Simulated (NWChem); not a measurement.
Molecule: toluene (C$_{7}$H$_{8}$); SMILES c1c(C)cccc1

All runs: NWChem. Structure relaxed at the PBE0/def2-SVP level. Computed dipoles belong to the equilibrium geometry; the measured one is vibrationally averaged.

Measured dipole moment: 0.33 D (NIST CCCBDB, as tabulated in the package chemicals).

| level | dipole moment (D) | computed − measured |
|---|---|---|
| Hartree-Fock/pcseg-1 | 0.40 | +0.07 |
| Hartree-Fock/pcseg-2 | 0.39 | +0.06 |
| Hartree-Fock/STO-3G | 0.26 | -0.07 |
| Hartree-Fock/def2-SVP | 0.36 | +0.03 |
